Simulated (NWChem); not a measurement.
Species: CH4Mg; SMILES [CH3][MgH]

Program: NWChem. Coordinates come from a PBE0/def2-SVP optimisation. Ions are spin-unrestricted doublets at the neutral geometry; other ion states weren't tried.

For level PBE/def2-SVP:

```yaml
vertical ionisation energy, ΔSCF (eV): 8.83
"−ε(HOMO) (eV)": 5.61
```

**Question.** What are these values for level CAM-B3LYP/def2-SVP?

**Answer.** 
- vertical ionisation energy, ΔSCF (eV) = 9.19
- −ε(HOMO) (eV) = 8.15
